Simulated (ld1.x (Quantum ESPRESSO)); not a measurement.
**hafnium, RRKJ: configuration errors across variants**

```
Element                 : Hf
Generator               : ld1.x (Quantum ESPRESSO) 7.5
Type                    : norm-conserving RRKJ (Kleinman–Bylander form)
Functional              : PBE
Relativity              : scalar-relativistic
Frozen core             : [Xe] 4f14
Valence charge          : 4
Reference configuration : 5d2 6s2 6p0
Partial waves           : 6p (bound, empty): rc 4.20 bohr; 5d (bound): rc 2.25 bohr; 6s (bound): rc 3.10 bohr
Local potential         : the s channel
Core correction         : none
rho0                    : 0.02
```

All-electron excitation energies from the reference (eV): (1) 5d2 6s1 6p0 7.976; (2) 5d2 6s0 6p0 22.156; (3) 5d1 6s0 6p0 43.950; (4) 5d3 6s0 6p0 9.989; (5) 5d1 6s2 6p0 6.498; (6) 5d1 6s2 6p1 1.962; (7) 5d3 6s1 6p0 2.593.

3 further variants failed, have other tests or too few solved ones, and are left out.

Errors AE − PS in meV (a dash: test not solved or not reliable):

```tsv
change	(1)	(2)	(3)	(4)	(5)	(6)	(7)	bound ghosts
base	+5.5	+130	+289	+84	+36	+19	+13	none
type PAW; waves now 6s (bound): rcut 2.70, rcutus 3.10 bohr; 6s channel at 0.05 Ry: rcut 2.70, rcutus 3.10 bohr; 6p (bound): rcut 3.65, rcutus 4.20 bohr; 6p channel at 3.6 Ry: rcut 3.65, rcutus 4.20 bohr; 5d (bound): rcut 1.95, rcutus 2.25 bohr; 5d channel at 0.5 Ry: rcut 1.95, rcutus 2.25 bohr; local potential all-electron potential smoothed inside 3.80 bohr (lloc = -1); core correction a·sin(br)/r model core, default radius (ld1.x builds one for every PAW set, though the input has nlcc=.false.); augmentation PSQ, inside the norm-conserving radii; rho0 0	-4.3	-7.6	-342	-22	-58	-42	-21	none
wave 6s (bound): rc 3.10 bohr becomes 6s (bound): rc 2.72 bohr	+5.4	+132	+299	+81	+33	+18	+12	none
all radii scaled by about 1.39 (s 4.32, p 5.86, d 3.14 bohr)	+5.3	-14	-49	+169	+152	+128	+69	none
local potential all-electron potential smoothed inside 2.70 bohr (lloc = -1)	+18	+188	+294	+173	+296	+190	+64	none
all radii scaled by about 1.12 (s 3.46, p 4.68, d 2.52 bohr)	+6.1	+114	+232	+101	+53	+33	+22	none
core correction a·sin(br)/r model core inside 2.38 bohr	-5.1	-25	-204	-31	-28	-64	-23	none
```

Give the same row for: wave 5d (bound): rc 2.25 bohr becomes 5d (bound): rc 3.34 bohr.

+6.4, +99, +313, +162, +85, +81, +49; bound ghosts: none.
